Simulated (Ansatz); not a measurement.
A nudged elastic band was laid between two geometries of AlClFH3O2 (8 atoms, charge 0, multiplicity 1).

These are results of RKS PBE0/def2-SVP (Ansatz 0.2.0), not measurements.

| Property | Result |
| --- | --- |
| movable images | 7 |
| climbing image | yes |
| spring | 5.0 eV/Å² |
| optimiser | quadratic models (default) |
| start path | through a guess of the saddle point |
| force threshold | 0.03 eV/Å |
| iteration limit | 60 |
| end points | relaxed |

Image 0:

```xyz
8
Properties=species:S:1:pos:R:3
Al 0.124 0.177 -0.154
Cl 1.900 -1.027 0.182
O -0.411 0.197 -1.760
O -0.212 1.443 0.922
H 0.051 -1.906 0.654
F -0.789 -1.447 0.584
H -0.935 0.899 -2.146
H 0.271 1.663 1.718
```

Image 8:

```xyz
8
Properties=species:S:1:pos:R:3
Al -0.299 0.333 -0.051
Cl 1.749 -1.321 0.094
O -0.444 0.696 -1.695
O 0.089 1.585 1.014
H 0.632 -1.880 0.490
F -1.033 -1.076 0.552
H -0.815 0.132 -2.372
H 0.122 1.531 1.968
```

Task: What changes between the two ends?

Result: Bonds broken: H5–F6. Bonds formed: Cl2–H5.

Task: Give the energies along the band, and the barrier.

Result: The run converged. The highest image is number 4 of 0 to 8, 0.261 eV above the first end and 0.076 eV above the last; the last end lies 0.185 eV above the first. The profile has 2 maxima (images 2, 4) with wells between them (image 3): this band takes more than one step, which may be the mechanism or a detour left from its start path. A vibrational analysis at the climbing image gives one clearly imaginary mode, 408i cm⁻¹: a first-order saddle point. The orbitals stay closed-shell, which can raise the energy where a bond breaks towards radicals; this wasn't checked here.

| image | path coordinate (Å) | energy (eV) | H5–F6 (Å) | Cl2–H5 (Å) |
| --- | --- | --- | --- | --- |
| 0 | 0.00 | 0.000 | 0.96 | 2.10 |
| 1 | 0.58 | 0.058 | 0.96 | 2.09 |
| 2 | 1.15 | 0.072 | 0.96 | 2.07 |
| 3 | 1.72 | 0.051 | 0.97 | 2.02 |
| 4 | 2.30 | 0.261 | 1.27 | 1.47 |
| 5 | 2.45 | 0.235 | 1.44 | 1.38 |
| 6 | 2.59 | 0.202 | 1.61 | 1.34 |
| 7 | 2.74 | 0.187 | 1.76 | 1.32 |
| 8 | 2.89 | 0.185 | 1.85 | 1.31 |

Task: What is the geometry of the highest image?

Result: 
```xyz
8
Properties=species:S:1:pos:R:3:forces:R:3
Al -0.149 0.302 -0.062 0.00 0.00 0.00
Cl 1.698 -1.233 -0.003 0.00 0.00 0.00
O -0.592 0.676 -1.644 0.00 0.00 0.00
O 0.019 1.547 1.062 0.00 0.00 0.00
H 0.364 -1.650 0.449 0.00 0.00 0.00
F -0.829 -1.225 0.594 0.00 0.00 0.00
H -0.665 0.098 -2.402 0.00 0.00 0.00
H 0.153 1.485 2.006 0.00 0.00 0.00
```

Time of the run: 6.6 min on 2 threads of Arm Neoverse V1, with other jobs on the host, peak memory 0.19 GiB.
